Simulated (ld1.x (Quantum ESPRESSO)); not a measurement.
## Reading a pseudo-wave (lead)

Columns: radius, all-electron u(r) and pseudo u(r) of the 6p shell (level -3.50 eV) of lead in the configuration [Xe] 4f14 5d10 6s2 6p2; PBE, scalar-relativistic, TM scheme, ld1.x (Quantum ESPRESSO) 7.5.

```json
{"r (bohr)": "0.140", "all-electron": "-0.1071", "pseudo": "0.0025"}
{"r (bohr)": "0.280", "all-electron": "0.1445", "pseudo": "0.0102"}
{"r (bohr)": "0.420", "all-electron": "0.0787", "pseudo": "0.0231"}
{"r (bohr)": "0.560", "all-electron": "-0.1259", "pseudo": "0.0415"}
{"r (bohr)": "0.700", "all-electron": "-0.2447", "pseudo": "0.0658"}
{"r (bohr)": "0.840", "all-electron": "-0.2476", "pseudo": "0.0963"}
{"r (bohr)": "0.980", "all-electron": "-0.1714", "pseudo": "0.1332"}
{"r (bohr)": "1.120", "all-electron": "-0.0569", "pseudo": "0.1766"}
{"r (bohr)": "1.260", "all-electron": "0.0672", "pseudo": "0.2261"}
{"r (bohr)": "1.400", "all-electron": "0.1847", "pseudo": "0.2804"}
{"r (bohr)": "1.540", "all-electron": "0.2880", "pseudo": "0.3376"}
{"r (bohr)": "1.680", "all-electron": "0.3744", "pseudo": "0.3949"}
{"r (bohr)": "1.820", "all-electron": "0.4439", "pseudo": "0.4490"}
{"r (bohr)": "1.960", "all-electron": "0.4978", "pseudo": "0.4968"}
{"r (bohr)": "2.100", "all-electron": "0.5378", "pseudo": "0.5358"}
{"r (bohr)": "2.240", "all-electron": "0.5660", "pseudo": "0.5647"}
{"r (bohr)": "2.380", "all-electron": "0.5840", "pseudo": "0.5836"}
{"r (bohr)": "2.520", "all-electron": "0.5937", "pseudo": "0.5936"}
{"r (bohr)": "2.660", "all-electron": "0.5964", "pseudo": "0.5964"}
{"r (bohr)": "2.800", "all-electron": "0.5935", "pseudo": "0.5935"}
{"r (bohr)": "2.940", "all-electron": "0.5860", "pseudo": "0.5860"}
{"r (bohr)": "3.080", "all-electron": "0.5749", "pseudo": "0.5749"}
{"r (bohr)": "3.220", "all-electron": "0.5610", "pseudo": "0.5610"}
{"r (bohr)": "3.360", "all-electron": "0.5448", "pseudo": "0.5448"}
{"r (bohr)": "3.500", "all-electron": "0.5271", "pseudo": "0.5271"}
{"r (bohr)": "3.640", "all-electron": "0.5082", "pseudo": "0.5082"}
```

How many radial nodes do the two functions have?

The all-electron 6p function has n − l − 1 = 4 (the table is too coarse to show those close to the nucleus); the pseudo-wave has 0, since the states of the same l below it are removed with the core.

At about which radius was the pseudo-wave matched?

2.80 bohr. The columns agree to 0.0005 from 2.38 bohr on; several derivatives are matched, so the curves merge somewhat inside the radius.

Where does each function peak?

Outermost all-electron maximum near 2.66 bohr, pseudo maximum near 2.66 bohr (to the table’s step).

Is the pseudo-wave norm-conserving?

Yes: the TM scheme keeps the norm inside the radius equal to the all-electron one, which fixes the energy derivative of the logarithmic derivative at the level.
